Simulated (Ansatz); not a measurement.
Cost and result for the atomization energy of CH5BF2Si, SMILES `CB[SiH](F)F` (10 atoms, 9 bonds).

Cartesian coordinates in Å:
```
C -0.715 -0.314 -1.367
B 0.540 -0.160 -0.479
Si 0.468 0.480 1.435
F -1.021 0.871 1.863
F 0.915 -0.707 2.407
H -0.996 -1.370 -1.185
H -1.585 0.277 -1.079
H -0.535 -0.244 -2.441
H 1.612 -0.488 -0.907
H 1.318 1.656 1.754
```

Total charge 0; spin multiplicity 1. The geometry is a stationary point of PBE0-D4/def2-TZVP. It is one conformer, not always the lowest. Program: Ansatz. All runs use 4 threads of an Arm Neoverse V1 on a shared host. Times are those of one run each, without the atoms' runs, and a repeat can differ threefold. Electronic energies, without spin–orbit coupling; frozen cores. CCSD(T)/CBS adds CCSD(T) − MP2 in def2-TZVPP to the MP2 limit, and its time is that of the two runs behind it. T1 = 0.012. B3LYP takes the VWN-RPA correlation (the form of Gaussian; ORCA's B3LYP/G).

CCSD(T)/CBS is a level of theory with its own doubt, some kJ/mol a heavy atom from the limit and from the frozen cores, so smaller differences don't rank the functionals.

```json
{"level": "PBE-D4/def2-TZVPP (with forces)", "functions": "236", "wall time": "2.1 s"}
{"level": "PBE0-D4/def2-TZVPP", "functions": "236", "wall time": "2.2 s"}
{"level": "B3LYP-D4/def2-TZVPP (with forces)", "functions": "236", "wall time": "3.7 s"}
{"level": "r2SCAN-D4/def2-TZVPP (with forces)", "functions": "236", "wall time": "3.9 s"}
{"level": "B2PLYP/def2-TZVPP", "functions": "236", "wall time": "4.3 s"}
{"level": "ωB97X-V/def2-TZVPP", "functions": "236", "wall time": "6.5 s"}
{"level": "ωB97M-V/def2-TZVPP (with forces)", "functions": "236", "wall time": "9 s"}
{"level": "MP2/def2-QZVPP", "functions": "448", "wall time": "16 s"}
{"level": "CCSD(T)/def2-TZVPP", "functions": "236", "wall time": "110 s"}
{"level": "CCSD(T)/CBS(def2)", "functions": "–", "wall time": "2.1 min"}
```

Q: What atomization energy does each give, and how far from CCSD(T)/CBS? (Best estimate.)

A: Computed: 
| level | atomization (kJ/mol) | difference from CCSD(T)/CBS | per bond |
| --- | --- | --- | --- |
| PBE-D4/def2-TZVPP (with forces) | 3860.5 | 35.8 | 4.0 |
| PBE0-D4/def2-TZVPP | 3807.7 | -17.0 | -1.9 |
| B3LYP-D4/def2-TZVPP (with forces) | 3818.4 | -6.3 | -0.7 |
| r2SCAN-D4/def2-TZVPP (with forces) | 3837.7 | 13.0 | 1.4 |
| B2PLYP/def2-TZVPP | 3790.9 | -33.8 | -3.8 |
| ωB97X-V/def2-TZVPP | 3834.2 | 9.5 | 1.0 |
| ωB97M-V/def2-TZVPP (with forces) | 3831.1 | 6.4 | 0.7 |
| MP2/def2-QZVPP | 3865.7 | 41.0 | 4.5 |
| CCSD(T)/def2-TZVPP | 3730.6 | -94.1 | -10.5 |
| CCSD(T)/CBS(def2) | 3824.7 | 0.0 | 0.0 |

From PBE to PBE0 (25 % exact exchange), in def2-TZVPP and without D4, the atomization energy moves by −50.2 kJ/mol: exact exchange takes away binding that semilocal exchange gives to molecules. The D4 term adds +27.4 kJ/mol with B3LYP and +14.3 kJ/mol with PBE0; it sums over pairs of atoms, weighted by their polarisabilities, and B3LYP, whose exchange is more repulsive, gets the larger term. In def2-TZVPP, CCSD(T) changes the Hartree–Fock value by +779.9 kJ/mol (the triples alone add +42.2 kJ/mol) and MP2 by +857.9 kJ/mol; breaking electron pairs costs correlation energy, which Hartree–Fock lacks.
